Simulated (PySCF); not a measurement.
**PBE on Ge+ (germanium, charge +1)**

Configuration: [Ar] 3d10 4s2 4p1, 2P determinant. Computed with PySCF 2.14 in x2c-SVPall (5s4p3d, 32 functions), with the spin-free X2C one-electron Hamiltonian (Gaussian nucleus).

| Item | Value |
| --- | --- |
| Total energy | -2097.772 hartree |
| One-electron energy | -2909.872 hartree |
| Hartree (Coulomb) energy | 891.690 hartree |
| Exchange-correlation energy | -79.591 hartree |
| ⟨S²⟩ | 0.7518 |
| ⟨L²⟩ | 2.007 |
| Sum of ⟨r⟩ | 20.75 bohr |
| Sum of ⟨r²⟩ | 28.33 bohr² |
| Traceless quadrupole moment −½Σ⟨3z² − r²⟩ along its main axis | -2.98 e·bohr² |
| Langevin diamagnetic susceptibility | -22.4 ×10⁻⁶ cm³/mol |
| Time after the integrals | 0.16 s of wall time on 1 thread of INTEL(R) XEON(R) PLATINUM 8581C CPU @ 2.30GHz (shared host) |

```tsv
shell	electrons	mean orbital energy (eV)	spread (eV)	rms radius, mean of both spins (bohr)
1s α	1	-10958.5	0	0.0542
1s β	1	-10958.5	0	0.0542
2s α	1	-1380.6	0	0.228
2s β	1	-1380.6	0	0.228
2p α	3	-1208.3	0.100	0.203
2p β	3	-1208.2	0.149	0.203
3s α	1	-177.64	0	0.670
3s β	1	-177.60	0	0.670
3p α	3	-124.90	0.372	0.702
3p β	3	-124.85	0.465	0.702
3d α	5	-38.614	0.363	0.831
3d β	5	-38.522	0.511	0.831
4s α	1	-20.190	0	2.18
4s β	1	-19.376	0	2.18
4p α	1	-11.733	0	2.78
```

Densities and radii are taken from the X2C orbitals without a picture-change correction, which distorts them close to the nucleus.
